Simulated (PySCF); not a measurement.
# One molecule, several mistakes: B3H6N

Calculated results; nothing here was measured. They come from PySCF 2.14.0, an open-source quantum chemistry program, on an isolated molecule that a program drew, which may never have been made. The molecule is B3H6N (charge 0, singlet), drawn as the SMILES string `BB(B)N`.

Each row is a Hartree-Fock (HF) and frozen-core CCSD(T) single point in the cc-pVDZ basis, meant for a local HF minimum. Run 1 is clean. Each other run has one planted mistake out of seven kinds, and not every kind appears here: one electron removed, one electron added, multiplicity raised by two, geometry at a saddle point, minimal basis STO-3G, one bond length entered in bohr, all coordinates scaled. The reference is restricted for singlets and unrestricted otherwise, and also for a bond in bohr. Adding or removing an electron swaps singlet and doublet. Electrons count all cores. HOMO and LUMO are orbital energies over both spins, the gradient is its largest component, and the lowest frequency (negative if imaginary) is given only where the gradient is small. Bond lengths are over the 9 bonds as drawn. T1 is the CCSD diagnostic: over 0.02 (restricted) or 0.045 (unrestricted) a single reference is doubtful.

Geometry of the clean run:
```xyz
10
B3H6N, angstrom
B    -0.1564   -2.2568   -2.0261
B    -0.0839   -1.0609   -0.8026
B    -1.5435   -0.2825   -0.3598
N     1.1323   -0.7291   -0.1832
H    -0.3702   -3.4163   -1.7752
H    -0.0395   -1.9844   -3.1945
H    -1.9322    0.7126   -0.9183
H    -2.2667   -0.7196    0.4998
H     1.2217   -0.0394    0.5337
H     2.0065   -1.1561   -0.4091
```

```
run  electrons  basis functions  <S^2>  HOMO (eV)  LUMO (eV)  gradient (hartree/bohr)  lowest frequency (cm^-1)  mean bond (Å)  longest bond (Å)      T1  HF (hartree)  CCSD(T) (hartree)                          mistake
  1         28               86  0.000     -10.19       1.41                  2.3e-05                       181         1.2943             1.712  0.0145    -131.97490         -132.45646                         no fault
  2         29               86  0.792       0.14       7.18                  1.7e-02                         -         1.2943             1.712  0.0171    -131.94441         -132.45597               one electron added
  3         28               86  0.000     -10.17       1.02                  5.3e-05                      -208         1.3023             1.748  0.0163    -131.96351         -132.44731       geometry at a saddle point
  4         28               86  0.650      -9.07       1.07                  1.8e-02                         -         1.4135             2.278  0.0606    -131.85856         -132.34052  one bond length entered in bohr
  5         28               86  0.000     -10.15       1.32                  3.2e-02                         -         1.3474             1.783  0.0154    -131.96209         -132.44907           all coordinates scaled
  6         28               26  0.000      -8.70       6.27                  4.1e-02                         -         1.2943             1.712  0.0172    -130.32116         -130.52371                                ?
```

**Which mistake was planted in run 6, and what did it cost?**

It has 26 basis functions where the clean run has 86, with the same electrons and geometry. So the mistake is: minimal basis STO-3G. Subtracting run 1 and multiplying by 627.51 kcal/mol a hartree, the energy moved by 1037.7 kcal/mol in HF and 1212.8 kcal/mol in CCSD(T).

Cautions from the logs. Run 2: the HOMO is above zero, so the electron isn't bound and the energy depends on the basis; run 4: T1 is over the limit, so its CCSD(T) energy is less reliable.
